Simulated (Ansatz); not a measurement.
Compare A (`OBCF`) with its isomer B (`BOCF`).

Gas-phase electronic energies from Ansatz, PBE0-D4/def2-TZVP geometries. CCSD(T)/CBS adds triple-zeta CCSD(T) − MP2 to the extrapolated MP2 energy (def2 sets, frozen cores). Functionals use def2-TZVPP. B3LYP here is the variant with VWN-RPA as its local correlation; programs differ in this. One conformer a species, not always the lowest.

Problem. Which isomer does CCSD(T)/CBS put lower? Give the gap. (Estimate.)

Solution. Computed: A, by 52.2 kJ/mol.

Problem. Give E(B) − E(A) in kJ/mol with B3LYP, r2SCAN-D4, LDA (SPW92), BLYP-D4, CCSD(T)/def2-SVP, CCSD(T)/def2-TZVPP, MP2/def2-TZVPP. (Best estimate.)

Solution. Computed: B3LYP 50.6, r2SCAN-D4 52.2, LDA (SPW92) 51.9, BLYP-D4 49.4, CCSD(T)/def2-SVP 43.7, CCSD(T)/def2-TZVPP 48.4, MP2/def2-TZVPP 50.6. None reverses the order clearly.

Problem. Does the order hold for the free energy at 298.15 K (harmonic terms from PBE0-D4)? (An estimate is asked.)

Solution. Computed: Yes: G(B) − G(A) = +52.1 kJ/mol, for one conformer each.

Largest T1 diagnostic: 0.013.

Leaving LDA and LC-ωPBE aside and taking each functional with its dispersion term where it has one, the values, not all of them listed here, spread over 6.3 kJ/mol, from ωB97X-V to B97M-V. At CCSD(T), def2-SVP lies −8.5 kJ/mol from the extrapolated value and def2-TZVPP −3.7 kJ/mol.
